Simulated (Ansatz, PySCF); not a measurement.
Spectroscopic constants of Mo2, closed-shell singlet (lowest of 2S+1 = 1, 3, 5, 7, 9, 11 at CCSD(T)/def2-TZVPP on PBE0 minima; our sources give no spin for the ground state, which may be another). No spin–orbit coupling.

Constants: fifth-degree fit in 1/R to seven points, most abundant isotopes. In def2 and cc sets the state is the lowest found near the PBE0 minimum, followed along R. The singlet is held restricted.

Run with Ansatz (Gaussian basis) for Hartree–Fock, density functionals and correlated methods; PySCF for 3-21G rows, LANL2DZ rows. Values without a source in brackets are computed. In def2 rows elements past Kr take small-core potentials, without spin–orbit coupling.

```tsv
level	r_e (Å)	ω_e (cm⁻¹)	B_e (cm⁻¹)	ω_e x_e (cm⁻¹)
HF/3-21G	1.867	690	0.0988	0.80
SVWN5/def2-TZVPP	1.901	571	0.0953	0.91
PBE/def2-TZVPP	1.915	550	0.0939	0.90
r2SCAN/def2-TZVPP	1.895	576	0.0959	0.91
B97M-V/def2-TZVPP	1.894	567	0.0960	0.97
B3LYP/LANL2DZ	1.975	562	0.0882	0.85
B3LYP/def2-TZVPP	1.895	578	0.0959	0.89
PBE0/def2-TZVPP	1.875	602	0.0980	0.89
CAM-B3LYP/def2-TZVPP	1.867	621	0.0988	0.85
wB97X-V/def2-TZVPP	1.852	641	0.100	0.82
wB97M-V/def2-TZVPP	1.856	635	0.0999	0.82
```

Rows in 3-21G, LANL2DZ carry no dispersion term and start afresh at each structure; the Pople sets are all-electron and without relativity. LANL2DZ brings its own core potentials from Na on.

Ansatz is a quantum-chemistry and plane-wave program.
